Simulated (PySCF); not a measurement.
Compound: C6H9OP.
Structure used (GFN2-xTB), in Å, numbered top down from 1:
```xyz
17
C6H9OP angstrom
C      2.887    0.595   -1.797
C      2.445    0.403   -0.695
P      1.993    0.104    0.991
C      0.502    1.251    1.022
C     -0.352    0.219    0.281
O     -1.677    0.193    0.748
C     -2.519   -0.657    0.012
C      0.521   -1.007    0.619
H      3.221    0.769   -2.778
H      0.139    1.374    2.043
H      0.605    2.227    0.552
H     -0.339    0.405   -0.805
H     -2.200   -1.703    0.085
H     -2.542   -0.369   -1.047
H     -3.515   -0.552    0.438
H      0.650   -1.754   -0.163
H      0.174   -1.488    1.535
```

Definitions: NICS(0) = −σiso at the ring centroid; NICS(1) = −σiso and NICS(1)zz = −σzz at ±1 Å along the ring normal z. Level: GIAO PBE0/pcSseg-1 (PySCF, non-relativistic, gas phase) on the GFN2-xTB geometry, one conformer.

Ring bond lengths (Å), with Mayer bond orders in brackets: P3–C4 1.882 (0.96), C4–C5 1.531 (0.98), C5–C8 1.542 (0.98), C8–P3 1.881 (0.97).

Q: Give the NICS values of each ring in ppm.

A: 
```csv
ring,type,NICS(0),"NICS(1), two faces","NICS(1)zz, two faces",rms pucker (Å),"centre to ring atoms, mean (Å)"
P3–C4–C5–C8,4-membered ring with P; formal bonds all single,-1.7,-2.0 / -2.2,3.1 / 1.5,0.13,1.20
```

Q: What do they say, and how far can they be read as aromaticity?

A: 
- P3–C4–C5–C8: mean NICS(1)zz 2.3 ppm, near zero. C4, C5, C8 have four or more neighbours, so the value isn't read as a sign of a π ring current.

Q: At the second NICS(1) probe listed for ring P3–C4–C5–C8, 1 Å off the ring, what do the in-plane components average?

A: The isotropic value is a third of the trace: (3 × -2.2 − (1.5))/2 = -4.1 ppm.

Q: Give the inner angles of the rings and the Hirshfeld charges of the ring atoms.

A: 
- P3–C4–C5–C8: P3 75.1° (+0.184 e), C4 91.3° (-0.116 e), C5 96.5° (+0.040 e), C8 91.0° (-0.123 e); sum 353.9° against 360° for a flat convex ring.

Q: How shielded are the nuclei of the rings and their hydrogens (means over atoms taken as equivalent)?

A: 
```json
{"atoms": "P3", "environment": "phosphine phosphorus", "σ isotropic (ppm)": "425.6"}
{"atoms": "C4 (×2)", "environment": "sp3 carbon bound to phosphorus", "σ isotropic (ppm)": "151.0"}
{"atoms": "C5", "environment": "sp3 carbon bound to oxygen", "σ isotropic (ppm)": "106.0"}
{"atoms": "H10 (×2)", "environment": "methylene hydrogen", "σ isotropic (ppm)": "29.68"}
{"atoms": "H11 (×2)", "environment": "methylene hydrogen", "σ isotropic (ppm)": "29.29"}
{"atoms": "H12", "environment": "methine hydrogen", "σ isotropic (ppm)": "27.02"}
```
